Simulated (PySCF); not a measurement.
A structure optimised at ωB97X-D3(BJ)/def2-SVP, used in a PySCF frequency run:

```xyz
4

Se     0.0000     0.0000     0.5723
Cl     1.6255    -0.9385    -0.3815
Cl    -1.6255    -0.9385    -0.3815
Cl     0.0000     1.8770    -0.3815
```
Charge +1, spin multiplicity 1.

Task: Write its SMILES, formula and point group.

Result: Cl[Se+](Cl)Cl, Cl3Se, C3v

Task: What are its rotational constants (standard atomic weights)?

Result: 2.2110, 2.2110, 1.3488 GHz
